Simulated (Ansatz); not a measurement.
System: sum formula AlO₂H₂, net charge -1, singlet state. 
Coordinates optimised at B3LYP-D3(BJ)/def2-TZVP (Ansatz, a first-principles code):
```
Al
O 1 1.8051
H 2 0.9658 1 115.92
O 1 1.8051 2 102.56 3 0.00
H 4 0.9658 1 115.92 2 0.00
```
Charge -1, spin multiplicity 1.

Question: Give the harmonic wavenumbers at B3LYP-D3(BJ)/def2-TZVP (Ansatz, finite differences of forces, unscaled).

Answer: 203, 262, 368, 577, 604, 628, 750, 3736, 3739 cm⁻¹. Zero-point energy 15.5 kcal/mol.

Question: From these and the geometry, give the ideal-gas thermochemistry at 298.15 K and 1 atm (rigid rotor, harmonic oscillator).

Answer: Point group C2v, rotational symmetry number 2. Rotational constants 22.16, 7.618, 5.669 GHz. S(trans) 38.24, S(rot) 21.96, S(vib) 6.43, S(elec, spin only) 0.00, S 66.6 cal/(mol K). H(298) - H(0) 3.59 kcal/mol; G - E(el) -0.7 kcal/mol.
